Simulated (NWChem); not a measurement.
System: C₃H₈N₂Si; SMILES C=C1CN[Si@H]1N

The following NWChem deck was run.

```
start job
memory heap 200 mb stack 900 mb global 1100 mb
geometry units angstroms noautoz
  C      1.466776     1.833382     0.024792
  C      0.419363     1.011486     0.062866
  C     -1.050605     1.296628    -0.232291
  N     -1.526542    -0.077795    -0.094960
  Si    -0.027001    -0.795050     0.398059
  N      0.564158    -2.112211    -0.525195
  H      2.477055     1.480925     0.256801
  H      1.369835     2.894448    -0.238411
  H     -1.487911     2.002868     0.501960
  H     -1.212068     1.727065    -1.241376
  H     -2.506513    -0.315389    -0.148987
  H      0.132744    -1.283303     1.805885
  H      0.635083    -2.101027    -1.535025
  H      1.039064    -2.899704    -0.103754
end
basis spherical
  * library def2-svp
end
dft
  xc xctpssh
  iterations 150
  mulliken
end
task dft energy
```

Excerpt of the output:

```
             Northwest Computational Chemistry Package (NWChem) 7.3.0
             --------------------------------------------------------

 C1  symmetry detected

                             Geometry "geometry" -> ""
                             -------------------------

 Output coordinates in angstroms (scale by  1.889725989 to convert to a.u.)

  No.       Tag          Charge          X              Y              Z
 ---- ---------------- ---------- -------------- -------------- --------------
    1 C                    6.0000     1.38164168     1.92369853    -0.04619438
    2 C                    6.0000     0.38789093     1.04053022     0.03448924
    3 C                    6.0000    -1.10241676     1.22745451    -0.23619848
    4 N                    7.0000    -1.48984022    -0.16948262    -0.05485866
    5 Si                  14.0000     0.06055050    -0.78062073     0.42362281
    6 N                    7.0000     0.71347976    -2.08266496    -0.47923056
    7 H                    1.0000     2.41613084     1.63984705     0.17284509
    8 H                    1.0000     1.21423551     2.96965802    -0.33338481
    9 H                    1.0000    -1.56786065     1.92443544     0.48955324
   10 H                    1.0000    -1.31004769     1.62087496    -1.25192906
   11 H                    1.0000    -2.45416155    -0.46790480    -0.08209038
   12 H                    1.0000     0.27791751    -1.22148653     1.83934610
   13 H                    1.0000     0.76360074    -2.09337339    -1.49031180
   14 H                    1.0000     1.24430654    -2.82842705    -0.04870148

 Effective nuclear repulsion energy (a.u.)     293.6336860451

                                 NWChem DFT Module
                                 -----------------

 Summary of "ao basis" -> "ao basis" (spherical)
 ------------------------------------------------------------------------------
       Tag                 Description            Shells   Functions and Types
 ---------------- ------------------------------  ------  ---------------------
 C                          def2-svp                 6       14   3s2p1d
 N                          def2-svp                 6       14   3s2p1d
 Si                         def2-svp                 8       18   4s3p1d
 H                          def2-svp                 3        5   2s1p

            General Information
            -------------------
          SCF calculation type: DFT
          Wavefunction type:  closed shell.
          No. of atoms     :    14
          No. of electrons :    54
           Alpha electrons :    27
            Beta electrons :    27
          Charge           :     0
          Spin multiplicity:     1
          Use of symmetry is: off; symmetry adaption is: off
          Maximum number of iterations: 150
          AO basis - number of functions:   128
                     number of shells:    62
          Convergence on energy requested:  1.00D-06
          Convergence on density requested:  1.00D-05
          Convergence on gradient requested:  5.00D-04

              XC Information
              --------------
                  TPSS hybrid Method XC Functional
                     Hartree-Fock (Exact) Exchange  0.100
                  TPSS metaGGA Exchange Functional  0.900
             TPSS03 metaGGA Correlation Functional  1.000

             Grid Information
             ----------------
          Grid used for XC integration:  medium
          Radial quadrature: Mura-Knowles
          Angular quadrature: Lebedev.
          Tag              B.-S. Rad. Rad. Pts. Rad. Cut. Ang. Pts.
          ---              ---------- --------- --------- ---------
          C                   0.70       49          12.0       434
          N                   0.65       49          12.0       434
          Si                  1.10       88          11.0       590
          H                   0.35       45          13.0       434
          Grid pruning is: on
          Number of quadrature shells:   693
          Spatial weights used:  Erf1

      Superposition of Atomic Density Guess
      -------------------------------------

 Sum of atomic energies:        -514.09557117

      Non-variational initial energy
      ------------------------------

 Total energy =    -517.805411
 1-e energy   =   -1286.340154
 2-e energy   =     474.901057
 HOMO         =      -0.285988
 LUMO         =      -0.020349

     ---------------------------------------------
      Total Density - Mulliken Population Analysis
     ---------------------------------------------

    Atom       Charge   Shell Charges
 -----------   ------   -------------------------------------------------------
    1 C    6     6.16   1.99  0.96  0.27  1.97  0.94  0.03
    2 C    6     6.46   1.99  1.01  0.33  1.96  1.14  0.03
    3 C    6     5.83   1.99  0.95  0.12  1.88  0.84  0.05
    4 N    7     7.76   1.99  1.03  0.50  2.56  1.66  0.01
    5 Si  14    13.03   2.00  1.99  0.93  0.18  5.93  1.00  0.67  0.32
    6 N    7     7.75   1.99  1.02  0.44  2.60  1.69  0.00
    7 H    1     0.90   0.67  0.20  0.03
    8 H    1     0.90   0.67  0.21  0.03
    9 H    1     0.91   0.69  0.21  0.02
   10 H    1     0.92   0.69  0.21  0.02
   11 H    1     0.77   0.60  0.13  0.04
   12 H    1     1.11   0.70  0.40  0.01
   13 H    1     0.75   0.59  0.12  0.04
   14 H    1     0.75   0.59  0.12  0.05

   convergence    iter        energy       DeltaE   RMS-Dens  Diis-err
 ---------------- ----- ----------------- --------- --------- ---------
 d= 0,ls=0.0,diis     1   -517.8387233082 -8.11D+02  8.64D-03  5.20D-01
 d= 0,ls=0.0,diis     2   -517.8455501518 -6.83D-03  5.13D-03  5.47D-01
 d= 0,ls=0.0,diis     3   -517.9015977436 -5.60D-02  1.54D-03  5.50D-02
 d= 0,ls=0.0,diis     4   -517.9073769485 -5.78D-03  4.39D-04  3.76D-03
 d= 0,ls=0.0,diis     5   -517.9078414917 -4.65D-04  1.29D-04  2.67D-04
  Resetting Diis
 d= 0,ls=0.0,diis     6   -517.9078662270 -2.47D-05  5.12D-05  7.49D-05
 d= 0,ls=0.0,diis     7   -517.9078757968 -9.57D-06  2.39D-05  2.56D-06
 d= 0,ls=0.0,diis     8   -517.9078747416  1.06D-06  1.66D-05  1.03D-05
 d= 0,ls=0.0,diis     9   -517.9078761248 -1.38D-06  2.16D-06  7.16D-08
 d= 0,ls=0.0,diis    10   -517.9078761329 -8.02D-09  6.47D-07  1.26D-08

         Total DFT energy =     -517.907876132851
      One electron energy =    -1292.602365095800
           Coulomb energy =      535.159370753625
    Exchange-Corr. energy =      -54.098567835767
 Nuclear repulsion energy =      293.633686045091

 Numeric. integr. density =       54.000000620801

                       DFT Final Molecular Orbital Analysis
                       ------------------------------------

 Vector   25  Occ=2.000000D+00  E=-2.430019D-01
              MO Center=  6.4D-01,  1.1D+00,  1.7D-02, r^2= 2.9D+00
   Bfn.  Coefficient  Atom+Function         Bfn.  Coefficient  Atom+Function
  ----- ------------  ---------------      ----- ------------  ---------------
    20      0.367801   2 C  pz                6      0.349151   1 C  pz
    23      0.258637   2 C  pz                9      0.238269   1 C  pz
    48      0.147016   4 N  pz                5      0.130899   1 C  py
    51     -0.126881   4 N  pz               78      0.113221   6 N  px
    81     -0.098152   6 N  px              104      0.087675  10 H  s

 Vector   26  Occ=2.000000D+00  E=-2.314182D-01
              MO Center=  5.6D-01, -9.0D-01, -2.9D-01, r^2= 3.9D+00
   Bfn.  Coefficient  Atom+Function         Bfn.  Coefficient  Atom+Function
  ----- ------------  ---------------      ----- ------------  ---------------
    78      0.373258   6 N  px               81     -0.319519   6 N  px
    79      0.279453   6 N  py               82     -0.231098   6 N  py
    19     -0.227006   2 C  py               17      0.211006   2 C  s
     6     -0.171586   1 C  pz               22     -0.151617   2 C  py
     9     -0.114890   1 C  pz               32     -0.113929   3 C  px

 Vector   27  Occ=2.000000D+00  E=-2.087938D-01
              MO Center= -1.2D+00,  2.5D-03, -2.1D-02, r^2= 2.4D+00
   Bfn.  Coefficient  Atom+Function         Bfn.  Coefficient  Atom+Function
  ----- ------------  ---------------      ----- ------------  ---------------
    48      0.491991   4 N  pz               51     -0.411592   4 N  pz
   115      0.197767  12 H  s               104     -0.194027  10 H  s
    99      0.177190   9 H  s               105     -0.147060  10 H  s
    69     -0.145248   5 Si pz               34      0.139873   3 C  pz
    77     -0.136217   6 N  s               100      0.135243   9 H  s

 Vector   28  Occ=0.000000D+00  E=-1.324043D-02
              MO Center=  6.6D-01,  1.1D+00,  1.0D-02, r^2= 3.4D+00
   Bfn.  Coefficient  Atom+Function         Bfn.  Coefficient  Atom+Function
  ----- ------------  ---------------      ----- ------------  ---------------
     9      0.533590   1 C  pz               23     -0.471062   2 C  pz
     6      0.386431   1 C  pz               20     -0.348105   2 C  pz
    77     -0.261922   6 N  s               105     -0.231228  10 H  s
   100      0.224573   9 H  s                69     -0.214435   5 Si pz
   115      0.188886  12 H  s                51      0.158781   4 N  pz

 Vector   29  Occ=0.000000D+00  E= 5.217221D-02
              MO Center= -1.2D-01, -4.6D-01,  3.5D-01, r^2= 5.7D+00
   Bfn.  Coefficient  Atom+Function         Bfn.  Coefficient  Atom+Function
  ----- ------------  ---------------      ----- ------------  ---------------
    45      0.955610   4 N  s                67      0.877865   5 Si px
    17     -0.862575   2 C  s               110     -0.540265  11 H  s
    90      0.475861   7 H  s                31      0.345671   3 C  s
     7     -0.299003   1 C  px               35      0.265869   3 C  px
    36      0.259058   3 C  py                3     -0.245534   1 C  s

 Vector   30  Occ=0.000000D+00  E= 6.270519D-02
              MO Center=  7.4D-01, -2.0D+00, -6.2D-01, r^2= 5.5D+00
   Bfn.  Coefficient  Atom+Function         Bfn.  Coefficient  Atom+Function
  ----- ------------  ---------------      ----- ------------  ---------------
    77      1.415800   6 N  s               120     -0.834979  13 H  s
   125     -0.829390  14 H  s                60     -0.534359   5 Si s
    45      0.325797   4 N  s                68      0.318709   5 Si py
   115      0.271304  12 H  s               105     -0.239340  10 H  s
    76      0.229333   6 N  s               110     -0.227004  11 H  s

     ---------------------------------------------
      Total Density - Mulliken Population Analysis
     ---------------------------------------------

    Atom       Charge   Shell Charges
 -----------   ------   -------------------------------------------------------
    1 C    6     6.07   1.99  0.90  0.25  2.05  0.85  0.03
    2 C    6     6.36   1.99  0.93  0.36  2.04  1.00  0.03
    3 C    6     5.77   1.99  0.92  0.01  2.07  0.73  0.05
    4 N    7     7.44   1.99  0.98  0.51  2.46  1.48  0.01
    5 Si  14    13.32   2.00  1.98  0.96  0.10  5.93  1.22  0.71  0.42
    6 N    7     7.39   1.99  0.97  0.44  2.47  1.51  0.01
    7 H    1     0.96   0.75  0.19  0.02
    8 H    1     0.97   0.75  0.20  0.02
    9 H    1     0.98   0.76  0.19  0.02
   10 H    1     0.98   0.76  0.20  0.02
   11 H    1     0.89   0.73  0.12  0.04
   12 H    1     1.14   0.75  0.38  0.01
   13 H    1     0.87   0.72  0.11  0.04
   14 H    1     0.87   0.72  0.11  0.05

     -------------------------------------------
      Total Density - Lowdin Population Analysis
     -------------------------------------------

    Atom       Charge   Shell Charges
 -----------   ------   -------------------------------------------------------
    1 C    6     6.06   1.97  0.60  0.32  1.84  1.25  0.07
    2 C    6     6.20   1.97  0.65  0.33  1.90  1.27  0.08
    3 C    6     5.96   1.96  0.59  0.29  1.87  1.13  0.13
    4 N    7     7.23   1.97  0.73  0.43  2.29  1.77  0.03
    5 Si  14    13.47   2.00  1.93  0.59  0.29  5.82  1.25  0.95  0.65
    6 N    7     7.22   1.97  0.70  0.43  2.26  1.83  0.02
    7 H    1     0.98   0.64  0.27  0.07
    8 H    1     0.98   0.64  0.27  0.07
    9 H    1     0.99   0.66  0.27  0.06
   10 H    1     0.99   0.66  0.27  0.06
   11 H    1     0.95   0.60  0.21  0.13
   12 H    1     1.13   0.66  0.44  0.02
   13 H    1     0.93   0.60  0.21  0.13
   14 H    1     0.93   0.60  0.21  0.13

     Multipole analysis of the density
     ---------------------------------

     L   x y z        total         alpha         beta         nuclear
     -   - - -        -----         -----         ----         -------
     0   0 0 0     -0.000000    -27.000000    -27.000000     54.000000

     1   1 0 0     -0.030210     -0.015105     -0.015105     -0.000000
     1   0 1 0     -0.341879     -0.170939     -0.170939     -0.000000
     1   0 0 1     -0.341654     -0.170827     -0.170827     -0.000000

     2   2 0 0    -29.575546   -119.274195   -119.274195    208.972844
     2   1 1 0     -1.682571      0.815264      0.815264     -3.313099
     2   1 0 1     -0.258088     -0.480478     -0.480478      0.702868
     2   0 2 0    -29.620277   -209.015863   -209.015863    388.411448
     2   0 1 1      0.649532      1.003137      1.003137     -1.356741
     2   0 0 2    -33.333424    -38.195070    -38.195070     43.056716
```

Level: TPSSh/def2-SVP. Structure relaxed at the PBE0/def2-SVP level.
